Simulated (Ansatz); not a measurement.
Input file for Ansatz (a program for electronic structure): R-PBE0/def2-TZVPP on C2H6Se (SMILES CC[SeH]), a point of a torsion scan.

Ansatz 0.2 input:
```yaml
crystal:
  periodic: [false, false, false]
  atoms:
    - {symbol: C, position_ang: [-0.83840766, 0.54079245, 0.07313005]}
    - {symbol: C, position_ang: [0.05036018, -0.68446402, -0.08696410]}
    - {symbol: Se, position_ang: [1.49319210, -0.45016576, -1.42090355]}
    - {symbol: H, position_ang: [-1.76415858, 0.42558068, -0.48556133]}
    - {symbol: H, position_ang: [-0.33389886, 1.44619044, -0.25444813]}
    - {symbol: H, position_ang: [-1.10648410, 0.66826844, 1.12066773]}
    - {symbol: H, position_ang: [0.60047716, -0.89758591, 0.83176898]}
    - {symbol: H, position_ang: [-0.51288709, -1.57450984, -0.36544314]}
    - {symbol: H, position_ang: [0.60629938, -0.21543556, -2.53993326]}
basis:
  gaussian:
    orbitals: def2-TZVPP
hamiltonian:
  xc: {name: PBE0}
scf: {lower_state_search: off}
```

Problem. Give the final energy of this run.

Solution. -2481.0159 hartree.
